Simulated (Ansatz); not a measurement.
Ansatz (a program for electronic structure) input:

Ansatz 0.2 input:
```yaml
crystal:
  periodic: [false, false, false]
  atoms:
    - {symbol: Ge, position_ang: [0.01490925, -0.00173331, -0.04323745]}
    - {symbol: H, position_ang: [-1.12847948, -1.21083991, -0.61054052]}
    - {symbol: H, position_ang: [0.45515795, -0.83933470, 1.23571956]}
    - {symbol: H, position_ang: [-1.09840494, 0.91411704, 0.62972293]}
    - {symbol: H, position_ang: [1.29463033, 1.19152362, 0.12869629]}
basis:
  gaussian:
    orbitals: aug-cc-pVDZ
total_charge: -1
magnetization: {spin_polarized: true, initial_magnetization: 1}
correlation: {method: ccsd_t, electrons: outside_noble_gas}
output: {forces: true}
```

Question: Predict the final energy.

Answer: -2077.74444 Eh (CCSD(T)/aug-cc-pVDZ). The basis has 72 functions.
